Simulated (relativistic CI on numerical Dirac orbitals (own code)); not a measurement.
Energy levels of Te⁴⁴⁺

Computed by Dirac-Coulomb-Breit CI, orbitals from a KLI potential per configuration, a model potential for QED, unscaled Slater integrals (own radial code, finite nucleus).

Configuration list (outside the closed core 1s2): 2s2 2p4, 2s 2p5, 2p6, 2p5 3s, 2p5 3p, 2p5 3d, 2s2 2p3 3s, 2s2 2p3 3p, 2s2 2p3 3d, 2s 2p4 3s, 2s 2p4 3p, 2s 2p4 3d, 2s2 2p3 4s, 2s2 2p3 4p, 2s2 2p3 4d, 2s2 2p3 4f, 2s 2p4 4s, 2s 2p4 4p, 2s 2p4 4d, 2s 2p4 4f, 2s2 2p2 3s2, 2s2 2p2 3s 3p, 2s2 2p3 5s, 2s2 2p3 5p, 2s2 2p3 5d, 2s2 2p3 5f, 2s2 2p3 5g, 2s2 2p2 3s 3d, 2s2 2p2 3p2, 2s2 2p2 3p 3d, 2s 2p3 3s2, 2s2 2p2 3d2, 2s 2p3 3s 3p, 2s 2p3 3s 3d, 2s 2p3 3p2, 2s 2p4 5s. Levels of other configurations are missing.

| No. | Configuration | Term | J | E (Ry) | % | Next component (%) | Lifetime (s) |
| --- | --- | --- | --- | --- | --- | --- | --- |
| 41 | 2p3(4S°) 3p | 3P | 0 | 333.085 | 90 | 10 1S | 2.66e-12 |
| 42 | 2p3(2D°) 3p | 1P | 1 | 333.754 | 45 | 30 3D | 3.18e-12 |
| 43 | 2p3(2D°) 3p | 3D | 3 | 334.055 | 62 | 32 1F | 2.43e-12 |
| 44 | 2p3(2D°) 3p | 3F | 4 | 334.210 | 100 |  | 3.79e-12 |
| 45 | 2p3(2D°) 3p | 3P | 1 | 335.350 | 74 | 16 1P | 4.94e-13 |
| 46 | 2p3(2D°) 3p | 1D | 2 | 336.104 | 49 | 29 3P | 3.22e-13 |
| 47 | 2p3(2P°) 3p | 3P | 1 | 336.671 | 48 | 27 3S | 5.05e-13 |
| 48 | 2p3(2P°) 3p | 3D | 2 | 337.021 | 44 | 34 1D | 3.42e-13 |
| 49 | 2s 2p4(3P)<4P> 3s | 5P | 3 | 337.098 | 72 | 21 3D | 1.68e-13 |
| 50 | 2s 2p4(3P)<4P> 3s | 3P | 2 | 338.452 | 57 | 12 3D | 2.55e-14 |
| 51 | 2p3(2D°) 3d | 3D° | 1 | 338.800 | 43 | 43 5D° | 2.32e-14 |
| 52 | 2p3(2D°) 3d | 3F° | 2 | 338.907 | 39 | 38 5D° | 2.26e-14 |
| 53 | 2p3(4S°) 3d | 5D° | 0 | 338.945 | 51 | 31 1S° | 1.87e-14 |
| 54 | 2p3(2D°) 3d | 3G° | 3 | 339.300 | 35 | 26 5D° | 1.12e-14 |
| 55 | 2p3(4S°) 3d | 5D° | 4 | 340.163 | 49 | 43 3G° | 3.70e-11 |
| 56 | 2p3(4S°) 3d | 3D° | 3 | 340.285 | 55 | 21 5D° | 6.66e-14 |
| 57 | 2p3(2D°) 3d | 1G° | 4 | 340.359 | 46 | 29 3G° | 1.46e-11 |
| 58 | 2p3(2D°) 3d | 3P° | 2 | 340.899 | 38 | 20 1D° | 2.97e-15 |
| 59 | 2p3(2D°) 3d | 3D° | 3 | 340.908 | 39 | 35 3F° | 2.56e-15 |
| 60 | 2p3(2D°) 3d | 3D° | 1 | 341.048 | 42 | 27 1P° | 4.63e-15 |
| 61 | 2p3(2D°) 3d | 3F° | 4 | 341.649 | 73 | 26 1G° | 3.58e-11 |
| 62 | 2p3(2D°) 3d | 3P° | 1 | 341.737 | 70 | 22 3D° | 2.36e-15 |
| 63 | 2p3(2D°) 3d | 3G° | 5 | 341.768 | 100 |  | 4.67e-11 |
| 64 | 2s 2p4(1S)<2S> 3s | 3S | 1 | 342.032 | 53 | 32 5P | 4.74e-14 |
| 65 | 2p3(2D°) 3d | 3D° | 2 | 342.037 | 58 | 21 3F° | 3.93e-15 |
| 66 | 2p3(2D°) 3d | 3P° | 0 | 342.233 | 51 | 47 1S° | 5.33e-15 |
| 67 | 2p3(2P°) 3d | 3F° | 2 | 342.486 | 27 | 22 3P° | 9.41e-15 |
| 68 | 2s 2p4(3P)<2P> 3s | 3P | 2 | 342.561 | 48 | 18 1D | 1.07e-13 |
| 69 | 2s 2p4(3P)<4P> 3s | 3P | 1 | 342.571 | 36 | 35 3D | 2.02e-14 |
| 70 | 2p3(2D°) 3d | 3D° | 2 | 342.585 | 28 | 19 2s 2p4 3p 5P° | 8.03e-15 |
| 71 | 2p3(2D°) 3d | 3S° | 1 | 342.778 | 46 | 34 1P° | 2.70e-15 |
| 72 | 2s 2p4(3P)<4P> 3p | 3D° | 3 | 342.812 | 35 | 25 5D° | 1.13e-13 |
| 73 | 2s 2p4(1S)<2S> 3s | 1S | 0 | 343.432 | 59 | 41 3P | 4.04e-14 |
| 74 | 2p3(2D°) 3d | 1F° | 3 | 343.439 | 57 | 29 3D° | 3.60e-15 |
| 75 | 2p3(2D°) 3d | 1D° | 2 | 343.613 | 46 | 26 3F° | 2.56e-15 |
| 76 | 2p3(2P°) 3d | 3D° | 1 | 344.035 | 43 | 35 1P° | 1.85e-15 |
| 77 | 2p3(2P°) 3d | 3P° | 2 | 344.313 | 37 | 32 3D° | 3.96e-15 |
| 78 | 2p3(2P°) 3d | 3F° | 3 | 344.656 | 44 | 33 1F° | 3.21e-15 |
| 79 | 2p3(2P°) 3s | 3P° | 2 | 345.246 | 41 | 13 3D° | 1.82e-14 |
| 80 | 2p3(2P°) 3s | 1P° | 1 | 345.393 | 35 | 26 3D° | 2.68e-14 |
| 81 | 2s 2p4(1S)<2S> 3p | 3P° | 0 | 347.289 | 71 | 27 5D° | 3.80e-13 |
| 82 | 2s 2p4(1S)<2S> 3p | 3P° | 1 | 347.319 | 53 | 18 5P° | 5.29e-14 |
| 83 | 2s 2p4(3P)<2P> 3p | 3P° | 1 | 347.515 | 31 | 21 1P° | 2.18e-14 |
| 84 | 2s 2p4(1D)<2D> 3p | 3F° | 2 | 347.613 | 28 | 26 3D° | 3.60e-14 |
| 85 | 2s 2p4(3P)<4P> 3p | 5D° | 4 | 348.247 | 75 | 24 3F° | 3.57e-12 |

Energies count from the lowest computed level; ° marks odd parity; lifetimes are radiative, by E1, M1, E2, M2 decay to levels of this space only. Percentages are summed over parent terms; the parents shown are those of the largest component, closed shells are left out there, and <> holds an intermediate term.

The mean weight of the leading LS term, summed over parents, in these 45 levels is 52 %, and that of the leading jj configuration (from the same eigenvectors) 87 %, so jj coupling describes them better and the LS labels are nominal.

At this charge energies of transitions that change n are usually good to better than 1 %, and those within a shell (Δn = 0) to a few per cent.

LS names give the leading component of a level, which can be under half, so a name can repeat, a term be missing and a line seem to break the LS rules.
